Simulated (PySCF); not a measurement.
## Two-component Hartree-Fock for Mo²⁵⁺ (molybdenum, charge +25)

Start: [Ne] 3s2 3p5; 3p1/2 filled at m_j = +1/2; 3p3/2 filled at m_j = -3/2, -1/2, +1/2, +3/2. Calculated with PySCF 2.14 in an even-tempered Gaussian basis (19 s from 3.5 bohr⁻², ratio 2.4; 14 p from 4.5 bohr⁻², ratio 2.4; 5 d from 19 bohr⁻², ratio 2.6; 4 f from 29 bohr⁻², ratio 2.6): generalised Hartree-Fock with the X2C-1e Hamiltonian and a Gaussian nucleus; one run each with spin-orbit coupling (SO) screened by Boettger's factors, then bare. This is a chosen level, not necessarily the ground level.

```tsv
spinor shell	electrons	ε, screened SO (eV)	ε, bare SO (eV)	weight of nominal j (bare SO)	rms radius, bare SO (bohr)
1s1/2	2	-21244.2	-21244.1	1.000	0.0404
2s1/2	2	-4023.5	-4023.5	1.000	0.164
2p1/2	2	-3786.0	-3790.0	1.000	0.143
2p3/2	4	-3679.6	-3677.9	1.000	0.147
3s1/2	2	-1437.3	-1437.3	1.000	0.409
3p1/2	1	-1352.8	-1353.7	1.000	0.397
3p3/2	4	-1324.5	-1324.1	1.000	0.405
```

| quantity | screened SO | bare SO |
| --- | --- | --- |
| E (hartree) | -3637.07141 | -3637.09059 |
| M_J | 1/2 | 1/2 |
| ⟨J²⟩ | 0.751 | 0.751 |
| ⟨L²⟩ | 2.007 | 2.007 |
| ⟨S²⟩ | 0.755 | 0.755 |

Each row is a mean over spinors that exchange with the open shell spreads, by up to 8.807 eV (2p1/2).

Breit and QED terms are absent; they matter most for the inner s and p1/2 levels.

Densities and radii are taken from the X2C orbitals without a picture-change correction, which distorts them close to the nucleus.
